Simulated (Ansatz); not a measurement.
Compare A (`NC(F)(F)O[SiH3]`) with its isomer B (`NC(F)O[SiH2]F`).

Gas-phase electronic energies from Ansatz, PBE0-D4/def2-TZVP geometries. CCSD(T)/CBS adds triple-zeta CCSD(T) − MP2 to the extrapolated MP2 energy (def2 sets, frozen cores). Functionals use def2-TZVPP. B3LYP here is the variant with VWN-RPA as its local correlation; programs differ in this. One conformer a species, not always the lowest.

A:

```xyz
11

N    -0.7373    0.9244   -1.6503
C    -0.3102   -0.0770   -0.7739
F    -1.3887   -0.7807   -0.3297
F     0.4639   -1.0364   -1.3897
O     0.3821    0.4517    0.2510
Si    0.6055   -0.2680    1.7434
H     0.0076    1.5819   -1.8295
H    -1.0872    0.5326   -2.5136
H     1.6780    0.5378    2.3652
H     1.0241   -1.6800    1.5840
H    -0.6379   -0.1862    2.5431
```

B:

```xyz
11

N     0.3246   -0.9146   -1.8027
C     0.5023   -0.0482   -0.7214
F    -0.0081    1.2418   -0.9693
O    -0.1600   -0.5456    0.3745
Si   -0.5521    0.2750    1.7394
F     0.7663    0.9110    2.3722
H    -0.6567   -1.0787   -1.9875
H     0.7920   -0.5796   -2.6329
H     1.5661    0.1104   -0.5196
H    -1.4970    1.3793    1.4882
H    -1.0773   -0.7508    2.6590
```

Question: Which isomer does CCSD(T)/CBS put lower? Give the gap. (Estimate.)

Answer: Computed: B, by 179.6 kJ/mol.

Question: Give E(B) − E(A) in kJ/mol with PBE-D4, MP2/def2-TZVPP, B3LYP, PBE0-D4, B3LYP-D4, ωB97M-V, CCSD(T)/def2-TZVPP. (An estimate is asked.)

Answer: Computed: PBE-D4 -162.9, MP2/def2-TZVPP -181.7, B3LYP -174.4, PBE0-D4 -163.6, B3LYP-D4 -173.5, ωB97M-V -167.7, CCSD(T)/def2-TZVPP -172.7. None reverses the order clearly.

Largest T1 diagnostic: 0.012.
